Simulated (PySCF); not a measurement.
# A PySCF run on LiCa⁻

State: ¹Σ⁺ (singlet), closed shell.

An equivalent input (the run itself took its basis sets from the Basis Set Exchange, started from a PBE0 density and held the occupation σ 8α 8β, πx 2α 2β, πy 2α 2β):

```python
from pyscf import gto, scf, cc
mol = gto.M(atom='Li 0 0 0; Ca 0 0 3.717', basis={'Li': 'aug-pcseg-1', 'Ca': 'aug-pcseg-1'},
            charge=-1, spin=0, verbose=4, symmetry='C2v')
mf = scf.RHF(mol)
mf.irrep_nelec = {'A1': 16, 'B1': 4, 'B2': 4}
mf.conv_tol = 1e-9
mf.max_cycle = 60
mf.diis_space = 10
mf.kernel()
mycc = cc.CCSD(mf, frozen=[0, 1, 2, 3, 4])
mycc.run(conv_tol=1e-7, conv_tol_normt=1e-5, max_cycle=80, diis_space=8)
et = mycc.ccsd_t()
```

The SCF ended at -684.07979799 hartree. The coupled-cluster part of the log:

```
******** <class 'pyscf.cc.ccsd.CCSD'> ********
CC2 = 0
CCSD nocc = 7, nmo = 41
frozen orbitals [0, 1, 2, 3, 4]
max_cycle = 80
direct = 0
conv_tol = 1e-07
conv_tol_normt = 1e-05
diis_space = 8
diis_start_cycle = 0
diis_start_energy_diff = 1e+09
Init t2, MP2 energy = -684.257390239928  E_corr(MP2) -0.17759225091981
Init E_corr(CCSD) = -0.177592250921575
cycle = 1  E_corr(CCSD) = -0.198647651656861  dE = -0.0210554007  norm(t1,t2) = 0.0856271
cycle = 2  E_corr(CCSD) = -0.204375256059789  dE = -0.0057276044  norm(t1,t2) = 0.0436118
cycle = 3  E_corr(CCSD) = -0.209301951430875  dE = -0.00492669537  norm(t1,t2) = 0.0260685
cycle = 4  E_corr(CCSD) = -0.209526141506025  dE = -0.000224190075  norm(t1,t2) = 0.00687598
cycle = 5  E_corr(CCSD) = -0.20944865570687  dE = 7.74857992e-05  norm(t1,t2) = 0.00284283
cycle = 6  E_corr(CCSD) = -0.209495263623208  dE = -4.66079163e-05  norm(t1,t2) = 0.00103609
cycle = 7  E_corr(CCSD) = -0.209492818368818  dE = 2.44525439e-06  norm(t1,t2) = 0.000469894
cycle = 8  E_corr(CCSD) = -0.209483070606938  dE = 9.74776188e-06  norm(t1,t2) = 0.000225133
cycle = 9  E_corr(CCSD) = -0.209489229630099  dE = -6.15902316e-06  norm(t1,t2) = 9.47328e-05
cycle = 10  E_corr(CCSD) = -0.209488323232575  dE = 9.06397524e-07  norm(t1,t2) = 3.80023e-05
cycle = 11  E_corr(CCSD) = -0.209488332452581  dE = -9.22000584e-09  norm(t1,t2) = 1.76734e-05
cycle = 12  E_corr(CCSD) = -0.209487972057827  dE = 3.60394754e-07  norm(t1,t2) = 6.94729e-06
cycle = 13  E_corr(CCSD) = -0.209488065354762  dE = -9.32969348e-08  norm(t1,t2) = 3.25139e-06
CCSD converged
E(CCSD) = -684.2892860543629  E_corr = -0.209488065354762
CCSD(T) correction = -0.00476850084744688
```

T1 diagnostic 0.022, D1 0.074, 14 electrons correlated.

Repeating this along the bond gives Re = 3.746 Å and ωe = 152 cm⁻¹.

A point of this curve took 0.97 CPU seconds beside 0.074 for the integrals (shared host).

Correlated steps freeze 5 core orbitals. The CCSD T1 diagnostic is raised, a sign that a single reference may not be enough here.
